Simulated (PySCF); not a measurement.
Below is a simulated gas-phase Si 1s photoelectron spectrum of `[SiH]1(C[SiH2]C1)F`.

Every computed line was given a Gaussian of 1.0 eV full width at half maximum and an area set by the number of equivalent atoms; the highest printed point is 100. Computed, not measured: PySCF 2.14.0, delta-SCF UKS SCAN, pcX-2 on the ionised atom, pcseg-1 elsewhere, spin-free X2C.

binding energy (eV), intensity and a bar:
```
   1844.9          0 
   1845.0          0 
   1845.1          1 
   1845.2          2 #
   1845.3          4 #
   1845.4          6 ##
   1845.5         11 ###
   1845.6         17 #####
   1845.7         26 ########
   1845.8         37 ###########
   1845.9         50 ###############
   1846.0         64 ###################
   1846.1         77 #######################
   1846.2         88 ##########################
   1846.3         96 #############################
   1846.4        100 ##############################
   1846.5         99 ##############################
   1846.6         96 #############################
   1846.7         92 ############################
   1846.8         88 ##########################
   1846.9         86 ##########################
   1847.0         87 ##########################
   1847.1         90 ###########################
   1847.2         94 ############################
   1847.3         98 #############################
   1847.4        100 ##############################
   1847.5         98 #############################
   1847.6         92 ############################
   1847.7         82 #########################
   1847.8         70 #####################
   1847.9         56 #################
   1848.0         43 #############
   1848.1         31 #########
   1848.2         21 ######
   1848.3         13 ####
   1848.4          8 ##
   1848.5          5 #
   1848.6          3 #
   1848.7          1 
   1848.8          1 
   1848.9          0
```

Task: How many maxima does the curve show, and how many computed lines lie under it?

Result: The curve has 2 maxima (at 1846.4 and 1847.4 eV). Under it lie 2 lines from 2 inequivalent silicon sites.

Task: Decompose the envelope and assign each component. Numbering: `[F:1][SiH:2]1[CH2:3][SiH2:4][CH2:5]1`.

Result: 
```
position (eV)  relative area   line  atoms             environment
      1846.39              1  Si 1s    Si4            SiH2 silicon
      1847.46              1  Si 1s    Si2  fluorine-bound silicon
```

Task: What are the centre and the root-mean-square width of the whole band?

Result: The area-weighted mean of the lines is 1846.92 eV. Their own spread about it is 0.54 eV (rms) and each Gaussian has σ = 1.0/2.355 = 0.42 eV; the variances add, which gives 0.68 eV.

Task: Above which line width would these two lines show one maximum?

Result: Two equal Gaussians merge once their distance is under 2σ = FWHM/1.177. With 1.07 eV between them that is a full width over 1.26 eV.

Lowest listed Si 1s: Si4, bonded to 2 C and 2 H. Highest, 1.07 eV above it: Si2, bonded to F, 2 C and H.

Shake-up satellites, vibrational structure and lifetime widths aren't simulated. Isolated species at its GFN2-xTB geometry, gas phase.

Time: 37 s of wall time; peak memory 0.44 GiB. Hardware: one thread of an Arm Neoverse V2, shared host.
